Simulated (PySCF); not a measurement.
**WHCl: from structure and modes to constants**

All numbers come from UPBE0 in PySCF with W def2-TZVP with ECP60, H def2-TZVP, Cl def2-TZVP; scalar-relativistic core potentials, no spin–orbit coupling; density-fitted integrals.

The quintet minimum has Cs symmetry. Masses (u): W 183.95093, H 1.00782, Cl 34.96885.

```xyz
3
charge 0 multiplicity 5, angstrom
W    -0.2992    0.0000   -0.1928
H    -1.8164    0.0000    0.6125
Cl    1.6264    0.0000    0.9942
```

Harmonic wavenumbers (cm⁻¹): 387.3 (a', ×1), 451.4 (a', ×1), 1951.1 (a', ×1).

Question: Find the principal moments of inertia and the rotational constants. What kind of rotor is it?

Answer: About the centre of mass I = 2.1798, 151.89, 154.07 u Å². With B = 16.8576/I this gives 7.734, 0.111, 0.1094 cm⁻¹. The molecule is an asymmetric top with κ = -1.00.

Question: What is the harmonic zero-point energy?

Answer: Half the sum of all 3 wavenumbers, 2790/2 = 1395 cm⁻¹, which is 16.7 kJ/mol (1 cm⁻¹ = 0.0119627 kJ/mol).

Question: Find the vibrational entropy and heat capacity at 298.15 K.

Answer: With u = 1.43878 ω/T, each mode gives S = R[u/(eᵘ−1) − ln(1−e⁻ᵘ)] and C = R u² eᵘ/(eᵘ−1)².
```csv
ω (cm⁻¹),u,S (J/(mol K)),C (J/(mol K))
387.3,1.869,4.23,6.26
451.4,2.178,3.31,5.68
1951.1,9.415,0.01,0.06
```
The sums over all modes are S = 7.5 and C = 12.0 J/(mol K); the softest mode gives 56 % of the entropy.

This need not be the most stable arrangement of these atoms. With open d or f shells other occupations or spin states may lie lower. Spin–orbit coupling, left out here, can matter for elements this heavy.
